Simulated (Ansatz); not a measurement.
Consider the formal exchange of groups at the Si–F bond: `O[Si](O)(F)Cl` + `N/C=C/[SiH2]Cl` → `O[Si](O)(Cl)[SiH2]Cl` + `N/C=C\F`.

Computed with Ansatz on PBE0-D4/def2-TZVP structures; ΔE is electronic, products minus reactants. CCSD(T)/CBS adds triple-zeta CCSD(T) − MP2 to the extrapolated MP2 energy (def2 sets, frozen cores). This one scheme is used for every species. Double bonds are as drawn, so ΔE can hold a change between cis and trans. DFT in def2-TZVPP. B3LYP here is the variant with VWN-RPA as its local correlation; programs differ in this. Each species was taken in one conformer, which may not be the lowest.

CCSD(T)/CBS gives +64.0 kcal/mol.

Q: Another level gave +59.1 kcal/mol. Which?
A. B3LYP-D4/def2-TZVPP
B. PBE0-D4/def2-TZVPP
C. SCS-MP2/def2-TZVPP
D. r2SCAN-D4/def2-TZVPP

A: B. PBE0-D4 59.1, B3LYP-D4 60.4, SCS-MP2/def2-TZVPP 66.3, r2SCAN-D4 62.5 kcal/mol.

Largest T1 diagnostic among the species: 0.012.

From PBE to PBE0 (25 % exact exchange), in def2-TZVPP and without D4, ΔE moves by +3.5 kcal/mol. The D4 term adds −0.9 kcal/mol with B3LYP and −0.6 kcal/mol with PBE0; it sums over pairs of atoms, weighted by their polarisabilities, and B3LYP, whose exchange is more repulsive, gets the larger term.
